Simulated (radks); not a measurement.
Results of a calculation; reference values are marked as such.
Question: The germanium ion Ge8+, 24 electrons, occupied as [Ar] 3d6. Code: a radial shooting solver on a logarithmic mesh with Libxc functionals. Model: Dirac Kohn-Sham, BLYP, spin-unpolarised, spherical densities, finite nucleus; open shells fill j = l - 1/2 first; Fermi nuclear charge, rms radius 4.0742 fm. Some entries of the table are withheld. Estimate them.

| orbital | occ. | eigenvalue (Ry) | <1/r> (bohr^-1) | <r^2> (bohr^2) |
|---|---|---|---|---|
| 1s1/2 | 2 | -819.1082 | 32.38 | 0.002973 |
| 2s1/2 | 2 | -114.4975 | 7.153 | 0.05189 |
| 2p1/2 | 2 | -103.3740 | 7.114 | 0.04027 |
| 2p3/2 | 4 | -101.0295 | 6.920 | 0.04175 |
| 3s1/2 | 2 | -24.81809 | 2.395 | 0.4109 |
| 3p1/2 | 2 | -21.10088 | (1) | (2) |
| 3p3/2 | 4 | -20.74435 | (3) | (4) |
| 3d3/2 | 4 | -14.42949 | (5) | (6) |
| 3d5/2 | 2 | -14.37157 | (7) | (8) |

Answer: 
(1) 3p1/2 <1/r> (bohr^-1): 2.293
(2) 3p1/2 <r^2> (bohr^2): 0.4225
(3) 3p3/2 <1/r> (bohr^-1): 2.248
(4) 3p3/2 <r^2> (bohr^2): 0.4342
(5) 3d3/2 <1/r> (bohr^-1): 2.042
(6) 3d3/2 <r^2> (bohr^2): 0.4444
(7) 3d5/2 <1/r> (bohr^-1): 2.032
(8) 3d5/2 <r^2> (bohr^2): 0.4482
